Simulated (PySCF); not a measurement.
## Excited states of Cd²⁺ (cadmium, charge +2)

Ground state [Kr] 4d10, ¹S. Computed with PySCF 2.14 in aug-cc-pVDZ-PP with two added diffuse shells each of s, p, d, f type with ECP28MDF (7s7p6d4f, 86 functions), with a scalar-relativistic core potential. Vertical excitation energies in eV without spin-orbit coupling; excited terms of each kind are numbered among those the solver found. Frozen: 4s2 4p6.

```csv
term,leading excitation,EOM-EE-CCSD
1 3D,4d → s,10.903
1 1D,4d → s,11.479
1 3P°,4d → p,17.182
1 3F°,4d → p,17.562
1 1F°,4d → p,17.828
1 1D°,4d → p,18.212
1 3D°,4d → p,18.244
1 1P°,4d → p,18.314
1 3G,4d → d,25.735
1 1G,4d → d,25.803
2 3D,4d → s,27.168
2 1D,4d → s,27.252
```

The spin-orbit splitting of the hole, absent here, rivals or exceeds the spacing of these terms, so the LS terms are model states.

The solver can miss terms. Rydberg members are limited by the diffuse functions of the basis.
